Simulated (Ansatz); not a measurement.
A search over several starts for the lowest SCF solution of NbSe₂⁺ at the given spin, in a small basis.

```yaml
crystal:
  periodic: [false, false, false]
  atoms:
    - {symbol: Nb, position_ang: [0.421241, 1.025271, 0.917843]}
    - {symbol: Se, position_ang: [-0.401775, 0.299911, -1.279398]}
    - {symbol: Se, position_ang: [-0.019466, -1.325182, 0.361555]}
basis:
  gaussian: {orbitals: def2-SVP}
total_charge: 1
hamiltonian: {xc: pbe0, dispersion: d4}
output: {orbitals: {seedname: orbitals}}
```

```sh
$ ansatz run in.yaml --threads 2 --pin off --events-out ev --progress --plain --max-ram 4352MiB
```

Shortened log:

```
Functional definition: PBE0
941 factors; integrals over basis functions are off by at most 6.9e-4 eV
mean field evaluation 1: about -132205.6721 eV, gradient 3.3e1 eV
mean field evaluation 2: about -132196.2111 eV, gradient 7.0e1 eV
mean field evaluation 4: about -132208.3515 eV, gradient 1.6e1 eV
mean field evaluation 8: about -132209.2873 eV, gradient 6.4e-1 eV
mean field evaluation 16: about -132209.2974 eV, gradient 3.8e-3 eV
mean field evaluation 32: about -132209.2974 eV, gradient 1.1e-5 eV
mean field -132209.29738847 eV, -4858.6020643457 hartree, gradient 9.3e-6 eV, S^2 0.000000; 3 other end points of the search recorded, 0 dependent functions left out
reference -132209.29741995 eV, -4858.6020655029 hartree; 40, 40 occupied and 55, 55 virtual orbitals, 941 factors
Total energy: -132209.40913188 eV, -4858.6061708404 hartree
```

Run time 6.5 s (2 threads of Arm Neoverse V2 on a shared host).

In the def2 sets Nb takes a core potential; there is no spin–orbit coupling. A triplet lies near this restricted singlet, and broken spin symmetry wasn't tried. At PBE0-D4/def2-TZVP a triplet of charge 1 lies 1.30 eV below the restricted singlet at the same geometry. The structure comes from a short search, and lower isomers may exist.
